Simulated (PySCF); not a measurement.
ClHMgSe.

```xyz
4

Mg     0.0130     0.7277     0.0000
Cl    -0.0050     2.9034     0.0000
Se     0.0399    -1.6594     0.0000
H     -1.4269    -1.6699     0.0000
```

The structure is a stationary point at ωB97X-D3(BJ)/def2-TZVP. Other conformers were not sampled.

Method: PBE0/pcSseg-2 in PySCF. Non-relativistic, no solvent.

Computed absolute GIAO shielding of each atom: isotropic value and principal components (ppm):
```json
[
 {"atom": "Mg1", "σ(iso)": "469.9", "σ11": "346.9", "σ22": "358.1", "σ33": "704.5", "span": "357.6"},
 {"atom": "Cl2", "σ(iso)": "1037.7", "σ11": "974.5", "σ22": "989.3", "σ33": "1149.2", "span": "174.7"},
 {"atom": "Se3", "σ(iso)": "2465.1", "σ11": "2292.3", "σ22": "2370.2", "σ33": "2732.8", "span": "440.5"},
 {"atom": "H4", "σ(iso)": "32.4", "σ11": "22.9", "σ22": "26.1", "σ33": "48.2", "span": "25.4"}
]
```
